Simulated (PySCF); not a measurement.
Predicted microwave data (PBE0-D3(BJ)/def2-SVP geometry optimisation, gas phase in PySCF) for one isomer of CH7GeN:

* Rotational constants: A = 27461, B = 3743, C = 3525 MHz
* Dipole components: |μa| = 0.54 D, |μb| = 0.19 D, |μc| = 0.67 D
* Inertial defect: -10.08 u·Å²
* κ: -0.98

Question: Which candidate fits, each taken in the one conformer that was computed?
A. `[CH3:1][GeH2:2][NH2:3]` with C1–Ge2–N3–H 64° and -172°
B. `C[NH][GeH3]`
C. `[NH2:1][CH2:2][GeH3:3]` with H–N1–C2–Ge3 -175° and 67°
D. GeH3(NHMe) (`C[NH][GeH3]`)

Answer: B. It is C[NH][GeH3], a near-prolate asymmetric top. The candidates at the same level (rigid rotor, commonest isotopes):

| SMILES | A (MHz) | B (MHz) | C (MHz) | μa (D) | μb (D) | μc (D) | Δ (u·Å²) | point group | rotor |
| --- | --- | --- | --- | --- | --- | --- | --- | --- | --- |
| [H][Ge]([H])([H])[NH]C | 29011 | 3643 | 3446 | 0.65 | 0.46 | 0.00 | -9.49 | Cs | near-prolate asymmetric top |
| [CH3][GeH2][NH2] | 12993 | 5920 | 4456 | 0.22 | 0.17 | 0.89 | -10.85 | – | asymmetric top |
| C[NH][GeH3] | 27461 | 3743 | 3525 | 0.54 | 0.19 | 0.67 | -10.08 | – | near-prolate asymmetric top |
| N[CH2][GeH3] | 24229 | 3637 | 3392 | 1.23 | 0.79 | 0.93 | -10.85 | – | near-prolate asymmetric top |

`N[CH2][GeH3]` has A 12 % too low; `[H][Ge]([H])([H])[NH]C` has A 6 % too high; `[CH3][GeH2][NH2]` has B 58 % too high. No structure here is proved a minimum.
